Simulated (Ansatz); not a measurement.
`[SiH3][O][GaH][O][SiH3]` from Hartree–Fock to CCSD(T)

Z-matrix (Å, degrees):
```
Si
O 1 1.633
H 1 1.486 2 108.8
H 1 1.490 2 111.1 3 119.7
H 1 1.488 2 110.7 3 -119.8
Ga 2 1.772 1 141.1 3 -152.8
O 6 1.772 2 115.7 1 -6.3
H 6 1.538 2 122.1 1 173.7
Si 7 1.633 6 140.9 2 -6.2
H 9 1.486 7 108.9 6 -149.8
H 9 1.490 7 111.1 6 -30.1
H 9 1.488 7 110.6 6 90.4
```

Total charge 0; spin multiplicity 1. Correlated methods include outer-core shells of Ga, which these sets cover unevenly. Scalar relativity is left out up to krypton. All single points use the PBE0-D4/def2-TZVP geometry. It is one conformer, not always the lowest. Frozen core, restricted reference, Ansatz.

| basis | HF (Eh) | MP2 corr. | CCSD corr. | (T) | CCSD(T) total |
| --- | --- | --- | --- | --- | --- |
| def2-SVP | -2654.50350 | -0.77980 | -0.81996 | -0.02082 | -2655.34428 |
| def2-TZVPP | -2655.16039 | -0.94908 | – | – | – |
| def2-QZVPP | -2655.22797 | -1.25270 | – | – | – |
